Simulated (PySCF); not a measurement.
The vertical singlet excitations below were computed for one of the candidates. Method: TDDFT B3LYP/def2-SVPD, vertical, gas phase, core orbitals frozen in the response in PySCF. Geometries: PBE0-D3(BJ)/def2-SVP, one conformer each. Relativistic effects are left out although some hold elements past zinc.

| state | λ (nm) | f |
| --- | --- | --- |
| S1 | 302.5 | 0.030 |
| S2 | 284.6 | 0.0008 |
| S3 | 235.9 | 0.0003 |
| S4 | 219.0 | 0.012 |
| S5 | 214.4 | 0.024 |
| S6 | 207.7 | 0.0060 |
| S7 | 201.0 | 0.0023 |
| S8 | 198.8 | 0.0032 |
| S9 | 197.0 | 0.518 |
| S10 | 196.0 | 0.0004 |

Task: Which candidate is it?
A. `C#CC1C(=O)C=CC1=O`
B. `C#CP1(=O)CCOCC1`
C. `COC(=O)C1=[CH][GeH2][CH]=C1`

Result: C. Its S1 lies at 4.10 eV; the nearest of the others has S1 at 2.82 eV. S1 is HOMO→LUMO (97%). Löwdin shares by element: HOMO carbon 85% or more; LUMO carbon 54% or more, oxygen 9% or more (atoms not listed hold the other 37%). At the same level the other candidates give, for their lowest levels:
- `C#CC1C(=O)C=CC1=O`: 440 nm (f 0.001); 362 nm (f 0.000); 298 nm (f 0.002); 297 nm (f 0.000); 251 nm (f 0.000); T1 2.47 eV; HOMO -7.35, LUMO -3.30 eV
- `C#CP1(=O)CCOCC1`: 218 nm (f 0.002); 209 nm (f 0.016); 207 nm (f 0.000); 203 nm (f 0.023); 200 nm (f 0.000); T1 4.94 eV; HOMO -7.55, LUMO -0.77 eV

Conformer computed: `[CH3:1][O:2][C:3](=[O:4])[C:5]1=[CH:6][GeH2:7][CH:8]=[CH:9]1`: C1–O2–C3–O4 0°, O2–C3–C5–C6 0°.
Triplets come from the Tamm–Dancoff approximation.
